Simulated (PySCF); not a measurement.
## An isoelectronic set: 42 electrons

CCSD(T) in PySCF with def2-TZVPPD on every atom, for the lowest determinant that a PBE0 search found; no spin–orbit coupling. All have 42 electrons, 12 of them in the valence shells, and the same state, a triplet (π ↑↑). For ions De leads to the atom and ion picked by measured ionisation energies and electron affinities.

```
species  difference of nuclear charges  Re (Å)  ωe (cm⁻¹)  k (mdyn/Å)  De (eV)  dissociates to
   GeF⁻                             23   1.866        496        2.19     2.79         Ge + F⁻
   AsO⁻                             25   1.703        819        5.21      n/a         As + O⁻
   CBr⁻                             29   2.062        413        1.05     1.45         C + Br⁻
    AsF                             24   1.748        685        4.20     4.02          As + F
```

Q: Which member of the whole set has the stiffest bond, and how does it compare with the softest?

A: AsO⁻ with k = 5.21 mdyn/Å, 5.0 times that of CBr⁻.

Correlated steps freeze 10 core orbitals. UHF and ROHF references stand side by side, which adds small steps between rows. Spin–orbit coupling is left out. For an ion De counts to the pair picked by the measured ionisation energies or electron affinities, which need not be the lowest pair at this level. States were picked by a PBE0 search and need not be the measured ground states.
